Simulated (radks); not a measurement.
Values are calculated unless marked as measured or tabulated.
Zn I, 30 electrons, occupied as [Ar] 3d9.5 4s2 4p0.5 (fractional occupations, a model configuration).

Code: a radial shooting solver on a logarithmic mesh with Libxc functionals. Model: scalar-relativistic Kohn-Sham, r2SCAN, spin-unpolarised, spherical densities, finite nucleus; meta-GGA in the generalised Kohn-Sham scheme; Fermi nuclear charge, rms radius 3.9283 fm.

Energy parts (Ry):
part                       energy
total                 -3592.18704
kinetic                3649.48824
electron-nucleus      -8647.66874
Hartree                1549.16388
exchange-correlation   -143.17042

Orbitals (lengths in bohr, moments of r in powers of bohr):
| orbital | occ. | eigenvalue (Ry) | <r^4> |
|---|---|---|---|
| 1s | 2 | -702.5669 | 0.00002991 |
| 2s | 2 | -86.30220 | 0.006306 |
| 2p | 6 | -74.71614 | 0.004694 |
| 3s | 2 | -10.14729 | 0.4598 |
| 3p | 6 | -6.65260 | 0.6243 |
| 3d | 9.5 | -1.06651 | 2.998 |
| 4s | 2 | -0.56238 | 98.35 |
| 4p | 0.5 | -0.13106 | 588.4 |

The highest occupied level is 4p at -1.783 eV. The electron density at the nucleus is 2.532e+04 e/bohr^3 (large components only).
